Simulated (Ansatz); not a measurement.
Consider the redistribution: `[CH3][Al]([OH])[O][SiH3]` + `[F][Zn][O][SiH3]` → `[OH][Al]([O][SiH3])[O][SiH3]` + `[CH3][Zn][F]`.

Program: Ansatz. Geometries: PBE0-D4/def2-TZVP. ΔE: electronic, gas phase. CBS: MP2 limit from def2 TZ/QZ plus the TZ coupled-cluster correction, frozen cores. Functionals use def2-TZVPP. HSE06 is defined as in plane-wave codes. For Zn outer-core shells are correlated without core-valence functions, which leaves a few kJ/mol of doubt a bond. Scalar relativity is left out up to krypton. Each species was taken in one conformer, which may not be the lowest.

`[CH3][Al]([OH])[O][SiH3]`:

```xyz
12

C     0.792   -1.693    1.285
Al    0.852   -0.424   -0.172
O     2.191   -0.407   -1.209
O    -0.400    0.676   -0.435
Si   -1.697    1.639   -0.546
H     1.631   -2.390    1.246
H     0.825   -1.179    2.251
H    -0.137   -2.270    1.267
H     2.277    0.199   -1.942
H    -1.480    2.886    0.237
H    -1.947    2.009   -1.966
H    -2.908    0.954   -0.017
```

`[F][Zn][O][SiH3]`:

Cartesian coordinates in Å:
```
F -3.170 -0.071 1.964
Zn -1.703 -0.318 1.071
O -0.235 -0.643 0.183
Si 0.983 0.088 -0.613
H 1.913 -0.952 -1.124
H 0.474 0.886 -1.764
H 1.738 1.010 0.282
```

`[OH][Al]([O][SiH3])[O][SiH3]`:

Cartesian coordinates in Å:
```
O -0.152 0.957 2.495
Al -0.023 0.432 0.900
O -0.507 -1.121 0.529
Si -1.051 -2.650 0.497
O 0.576 1.441 -0.296
Si 1.062 1.991 -1.746
H 0.110 1.835 2.768
H -0.817 -3.239 -0.848
H -2.509 -2.683 0.788
H -0.340 -3.474 1.511
H 2.486 2.413 -1.670
H 0.930 0.937 -2.787
H 0.234 3.161 -2.141
```

`[CH3][Zn][F]`:

```xyz
6

C    -0.439    0.315   -0.506
Zn    0.695   -0.499    0.801
F     1.736   -1.246    2.001
H    -1.484    0.242   -0.200
H    -0.184    1.370   -0.625
H    -0.323   -0.182   -1.471
```

Task: Is it downhill or uphill in electronic energy at CCSD(T)/CBS, and by how much? (Best estimate.)

Result: Computed: Downhill: ΔE = -96.0 kJ/mol.

Task: What do these levels give: LDA (SPW92), r2SCANh-D4, ωB97X-V, ωB97M-V, r2SCANh, HSE06, RPA@PBE/def2-TZVPP, HF/def2-SVP, MP2/def2-TZVPP, SCS-MP2/def2-TZVPP, HF/CBS(def2), MP2/CBS(def2)? (Best estimate.)

Result: The calculation gave: LDA (SPW92) -102.4, r2SCANh-D4 -102.9, ωB97X-V -96.4, ωB97M-V -100.5, r2SCANh -102.4, HSE06 -98.2, RPA@PBE/def2-TZVPP -96.3, HF/def2-SVP -90.3, MP2/def2-TZVPP -101.7, SCS-MP2/def2-TZVPP -99.2, HF/CBS(def2) -92.1, MP2/CBS(def2) -99.8 kJ/mol.

Largest T1 diagnostic among the species: 0.017.

Leaving LDA and LC-ωPBE aside and taking each functional with its dispersion term where it has one, the values, not all of them listed here, spread over 8.2 kJ/mol, from B3LYP-D4 to ωB97X-V. LDA lies −4.5 kJ/mol from PBE without D4. At CCSD(T), def2-SVP lies +10.0 kJ/mol from the extrapolated value and def2-TZVPP −1.9 kJ/mol.

B3LYP here is the variant with VWN-RPA as its local correlation; programs differ in this.
